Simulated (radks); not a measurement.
Valence configurations of As II (all share [Ar]). All-electron calculation, Dirac Kohn-Sham, PBE, spin-unpolarised, spherical densities, point nucleus; open shells fill j = l - 1/2 first. Program: a radial shooting solver on a logarithmic mesh with Libxc functionals. Energies are relative to 3d10 4s2 4p2; eigenvalues in eV.

| valence | E (eV) | e(3d3/2) | e(3d5/2) | e(4p1/2) | e(4p3/2) | e(4s1/2) |
|---|---|---|---|---|---|---|
| 3d10 4s2 4p2 | 0.000 | -50.644 | -49.915 | -13.477 | - | -23.245 |
| 3d10 4s1 4p3 | 10.198 | -52.353 | -51.623 | -14.235 | -13.887 | -24.180 |
| 3d9.5 4s1 4p3.5 | 30.204 | -57.864 | -57.111 | -15.181 | -14.799 | -25.560 |
| 3d9.5 4s2 4p2.5 | 19.530 | -56.222 | -55.470 | -14.461 | -14.093 | -24.676 |
| 3d9.5 4p4.5 | 41.049 | -59.442 | -58.688 | -15.861 | -15.464 | - |
| 3d10 4p4 | 20.581 | -53.989 | -53.257 | -14.946 | -14.583 | - |
| 3d10 4s1.5 4p2.5 | 5.075 | -51.509 | -50.779 | -13.863 | -13.522 | -23.721 |
| 3d9 4s2 4p3 | 41.402 | -61.929 | -61.155 | -15.425 | -15.022 | -26.072 |
| 3d9 4s1 4p4 | 52.535 | -63.510 | -62.735 | -16.114 | -15.696 | -26.912 |

NIST lists [Ar] 3d10 4s2 4p2 as the ground configuration; this level of theory agrees among the configurations tried. The energies are those of spherical spin-averaged densities, not of single terms.
